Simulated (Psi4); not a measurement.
Cl2O2W, singlet, geometry from GFN2-xTB (such geometries of metal compounds can be far from the true shape) (core potentials on W). Base run: CAM-B3LYP/def2-SVP run with Psi4 1.11.

Geometry (Å):
```xyz
5

W      0.2207    -0.0438     0.0725
O      1.4211    -0.5976    -0.9568
O      0.7153     0.1733     1.6584
Cl    -0.5357     1.8437    -0.6880
Cl    -1.4304    -1.4532     0.0423
```
Charge 0, spin multiplicity 1.
All else is at Psi4's defaults (density fitting; Cartesian or spherical functions as each basis is defined).

Variants of this job, named by their change:

| change | basis functions | E (Eh) | dipole (D) | core-seconds (rough) |
|---|---|---|---|---|
| base | 96 | -1137.65086 | 1.87 | 7 |
| basis = def2-SV(P) | 89 | -1137.60175 | 1.81 | 7 |
| basis = def2-SVPD | 135 | -1137.67466 | 1.94 | 10 |
| basis = def2-TZVP | ___ | ___ | ___ | 10 |
| basis = def2-TZVPP | 202 | -1138.18748 | 2.05 | 20 |
| basis = def2-TZVPD | ___ | ___ | 2.07 | 20 |
| basis = def2-QZVP | 326 | -1138.22641 | 2.07 | 40 |

Task: Complete the blanks.

Result: 
- basis = def2-TZVP, basis functions: 176
- basis = def2-TZVP, E (Eh): -1138.18013
- basis = def2-TZVP, dipole (D): 2.04
- basis = def2-TZVPD, basis functions: 215
- basis = def2-TZVPD, E (Eh): -1138.18265

Totals compare only among sets that treat the same electrons; sets with core potentials leave the core out.
